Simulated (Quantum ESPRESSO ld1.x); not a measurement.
Question: These are the eigenvalues of the occupied orbitals of an atom or ion with whole-number occupations (eV). Method: non-relativistic Kohn-Sham, LDA (Slater exchange, VWN5 correlation), spin-polarised, spherical densities, point nucleus; computed with ld1.x of Quantum ESPRESSO 7.5.

| orbital | eigenvalue |
|---|---|
| 1s up | -3105.73 |
| 1s down | -3105.51 |
| 2s up | -302.380 |
| 2s down | -302.122 |
| 2p up | -238.494 |
| 2p down | -238.182 |
| 3s up | -31.6439 |
| 3s down | -30.5161 |
| 3p up | -17.5132 |
| 3p down | -16.4498 |
| 3d up | -0.6557 |

Which element is it, and in what charge state? The configuration may be excited. Open shells, if any, are filled with parallel spins first.

Answer: Z = 18, argon, charge 0: Ar in [Ne] 3s2 3p5 3d1. The list shows which subshells hold electrons but not how many an open one holds; the 1s level, -114.13 hartree, gives Z - s = 15.1 by -(Z - s)^2/2, which with screening narrows Z to a few neighbours, and the depths of the outer levels then fix element, charge and occupations together.
